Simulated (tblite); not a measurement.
Compound: C₄H₁₁NSeSi₂.
Atom-mapped SMILES: `[CH3:1][Si@@:2]([SeH:3])([C:4]#[N:5])[CH2:6][CH2:7][SiH3:8]` (hydrogens: H9, H10, H11 on C1; H12 on Se3; H13, H14 on C6; H15, H16 on C7; H17, H18, H19 on Si8)

Computed with GFN2-xTB (tblite), gas phase: L-BFGS steps from a force-field or distance-geometry start until the largest atomic force falls under 0.01 eV/Å.

The end geometry, which sets the zero of energy:
```
atom  x, y, z in Å
C1     -2.3648   -1.0006    0.0408
Si2    -1.2928    0.5678    0.1570
Se3    -2.2615    2.3129   -1.0206
C4     -1.2272    1.0724    1.9653
N5     -1.1724    1.3859    3.0651
C6      0.4994    0.3840   -0.4589
C7      1.3811   -0.3974    0.5134
Si8     3.1698   -0.5853   -0.1167
H9     -1.8924   -1.8403    0.5410
H10    -3.3377   -0.8446    0.4991
H11    -2.5271   -1.2759   -0.9978
H12    -3.5581    2.1484   -0.4309
H13     0.9277    1.3750   -0.6257
H14     0.4942   -0.1156   -1.4299
H15     1.3806    0.1052    1.4825
H16     0.9454   -1.3839    0.6827
H17     3.1376   -1.2789   -1.4075
H18     3.9340   -1.3641    0.8560
H19     3.7542    0.7443   -0.2920
```

Task: These geometries come from the run, each turned onto the end geometry. Order them by energy, lowest first.
A.
```
atom  x, y, z in Å
C1     -2.1092   -1.0522   -0.0459
Si2    -1.3179    0.6840    0.1247
Se3    -2.5737    2.2647   -1.0444
C4     -1.2031    1.1812    1.9449
N5     -1.0921    1.4525    3.0551
C6      0.4763    0.5140   -0.5061
C7      1.2336   -0.4110    0.4476
Si8     3.0593   -0.6981   -0.0243
H9     -1.3675   -1.8242    0.1261
H10    -2.9303   -1.2231    0.6397
H11    -2.4759   -1.1698   -1.0603
H12    -3.5814    2.4501   -0.0218
H13     0.9948    1.4695   -0.5918
H14     0.4644    0.0811   -1.5076
H15     1.1766   -0.0061    1.4601
H16     0.7441   -1.3881    0.4804
H17     3.0951   -1.8059   -0.9869
H18     3.8040   -1.0258    1.1899
H19     3.5928    0.5166   -0.6566
```
B.
```
atom  x, y, z in Å
C1     -2.3469   -1.0308    0.0224
Si2    -1.2981    0.5526    0.1587
Se3    -2.2087    2.3141   -1.0488
C4     -1.3156    1.0705    1.9618
N5     -1.3389    1.3941    3.0596
C6      0.5012    0.3785   -0.4380
C7      1.3900   -0.3991    0.5311
Si8     3.1668   -0.5904   -0.1318
H9     -1.8014   -1.8923    0.3948
H10    -3.2664   -0.9482    0.5951
H11    -2.6160   -1.2272   -1.0118
H12    -3.4563    2.3274   -0.3447
H13     0.9231    1.3730   -0.6036
H14     0.4997   -0.1191   -1.4107
H15     1.4013    0.1088    1.4972
H16     0.9570   -1.3849    0.7133
H17     3.1067   -1.4062   -1.3481
H18     3.9951   -1.2468    0.8781
H19     3.6976    0.7353   -0.4515
```
C.
```
atom  x, y, z in Å
C1     -2.3304   -1.0391   -0.0030
Si2    -1.2996    0.5598    0.1301
Se3    -2.3314    2.2465   -1.0865
C4     -1.3202    1.0899    1.9261
N5     -1.3384    1.4064    3.0263
C6      0.5164    0.4280   -0.4383
C7      1.3857   -0.3944    0.5146
Si8     3.1721   -0.6259   -0.1189
H9     -1.7592   -1.9133    0.2931
H10    -3.2070   -0.9836    0.6372
H11    -2.6762   -1.1928   -1.0221
H12    -3.4453    2.3540   -0.1874
H13     0.9399    1.4308   -0.5406
H14     0.5424   -0.0223   -1.4335
H15     1.4028    0.0950    1.4907
H16     0.9276   -1.3747    0.6698
H17     3.1355   -1.5577   -1.2488
H18     3.9840   -1.1696    0.9669
H19     3.6912    0.6724   -0.5528
```
D.
```
atom  x, y, z in Å
C1     -2.2531   -1.0798   -0.0297
Si2    -1.3025    0.5713    0.0894
Se3    -2.4140    2.3026   -0.9993
C4     -1.2623    1.1124    1.8836
N5     -1.2320    1.4787    2.9678
C6      0.5150    0.4892   -0.4817
C7      1.3236   -0.3900    0.4725
Si8     3.1276   -0.6703   -0.0738
H9     -1.6070   -1.9209    0.2091
H10    -3.0910   -1.0994    0.6631
H11    -2.6476   -1.2286   -1.0327
H12    -3.4877    2.3692   -0.0487
H13     0.9475    1.4921   -0.5069
H14     0.5753    0.1018   -1.5010
H15     1.2977    0.0681    1.4626
H16     0.8255   -1.3559    0.5776
H17     3.1346   -1.7171   -1.0974
H18     3.8873   -1.0870    1.1022
H19     3.6530    0.5729   -0.6339
```
E.
```
atom  x, y, z in Å
C1     -2.1790   -1.0628   -0.0430
Si2    -1.3276    0.6346    0.0845
Se3    -2.4773    2.3125   -1.0121
C4     -1.2467    1.1489    1.8917
N5     -1.1358    1.4692    2.9868
C6      0.4785    0.5064   -0.4937
C7      1.2659   -0.3974    0.4550
Si8     3.0865   -0.6916   -0.0499
H9     -1.4535   -1.8411    0.1660
H10    -3.0014   -1.1859    0.6525
H11    -2.5644   -1.2154   -1.0455
H12    -3.5002    2.3719   -0.0032
H13     0.9365    1.4953   -0.5187
H14     0.4972    0.1069   -1.5095
H15     1.2298    0.0309    1.4593
H16     0.7571   -1.3596    0.5351
H17     3.1630   -1.7880   -1.0251
H18     3.8430   -1.0637    1.1464
H19     3.6186    0.5382   -0.6536
```

Result: B (0.006 eV), C (0.016 eV), D (0.038 eV), E (0.065 eV), A (0.113 eV).

In the order of the answer:

| step | E above end (eV) | largest force (eV/Å) | rms force component (eV/Å) | rms distance from end (Å) | rms bond change (Å) | bond most changed (Å) |
| --- | --- | --- | --- | --- | --- | --- |
| 75 | 0.006 | 0.04 | 0.009 | 0.110 | 0.001 | Si2–Se3 +0.004 |
| 50 | 0.016 | 0.15 | 0.032 | 0.178 | 0.002 | Si2–C4 -0.006 |
| 32 | 0.038 | 0.10 | 0.031 | 0.270 | 0.003 | Si2–Se3 +0.010 |
| 18 | 0.065 | 0.18 | 0.057 | 0.322 | 0.003 | Si8–H19 +0.007 |
| 9 | 0.113 | 0.46 | 0.097 | 0.359 | 0.007 | Si2–Se3 +0.015 |

The cost below is that of the whole relaxation. Hardware: Arm Neoverse V1, one thread, no GPU (shared host). Cost: 1.0 s of wall time.
